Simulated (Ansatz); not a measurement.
A displaced shape of singlet CuNH3(+):

```xyz
5

N     0.0159    0.0010   -1.3687
H     0.9606    0.0254   -1.7719
H    -0.4543    0.7736   -1.7991
H    -0.4830   -0.7785   -1.7837
Cu    0.0276    0.0350    0.5518
```

It was optimised with HF/def2-SVP in Ansatz (development build ahead of 0.2.0) to forces under 0.001 eV/Å, with restricted orbitals. Each step stands on the lowest determinant of that kind that the program's search found.

**Question.** What shape does it relax to, and how does the optimisation go?

**Answer.**

```yaml
atoms:
  - { symbol: N, position_ang: [0.0128, 0.0091, -1.4142] }
  - { symbol: H, position_ang: [0.9430, 0.0054, -1.8091] }
  - { symbol: H, position_ang: [-0.4550, 0.8106, -1.8142] }
  - { symbol: H, position_ang: [-0.4533, -0.8026, -1.7949] }
  - { symbol: Cu, position_ang: [0.0195, 0.0339, 0.6608] }
```

Bond lengths: N1–H2 1.011 Å, N1–H3 1.011 Å, N1–H4 1.011 Å, N1–Cu5 2.075 Å. Angles: H2–N1–H3 105.9°, H2–N1–H4 105.9°, H2–N1–Cu5 112.8°, H3–N1–H4 105.9°, H3–N1–Cu5 112.8°, H4–N1–Cu5 112.8°.

```json
{"step": "1", "E − E(start) (eV)": "0.0000", "largest force (eV/Å)": "1.8938"}
{"step": "2", "E − E(start) (eV)": "-0.0948", "largest force (eV/Å)": "1.1371"}
{"step": "3", "E − E(start) (eV)": "-0.1374", "largest force (eV/Å)": "0.1967"}
{"step": "4", "E − E(start) (eV)": "-0.1388", "largest force (eV/Å)": "0.0234"}
{"step": "5", "E − E(start) (eV)": "-0.1388", "largest force (eV/Å)": "0.0033"}
{"step": "6", "E − E(start) (eV)": "-0.1388", "largest force (eV/Å)": "0.0003"}
```

The optimisation ended after 6 steps with its threshold met.
